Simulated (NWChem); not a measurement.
Molecule: CH₃ISe; SMILES C[Se]I

Program: NWChem. Coordinates come from a PBE0/def2-SVP optimisation. def2 effective core potentials on I; no spin-orbit coupling. Level MN15/def2-SVP: energy and gradient on several grids; changes count from the extra-fine grid, which is no exact limit either.

```json
[
 {"grid": "xcoarse", "size of the energy change (μHa)": "1000", "largest change of a gradient component (μHa/bohr)": "2000"},
 {"grid": "coarse", "size of the energy change (μHa)": "20", "largest change of a gradient component (μHa/bohr)": "100"},
 {"grid": "medium", "size of the energy change (μHa)": "< 10", "largest change of a gradient component (μHa/bohr)": "< 30"},
 {"grid": "fine", "size of the energy change (μHa)": "< 10", "largest change of a gradient component (μHa/bohr)": "< 30"},
 {"grid": "xfine", "size of the energy change (μHa)": "< 10", "largest change of a gradient component (μHa/bohr)": "< 30"}
]
```
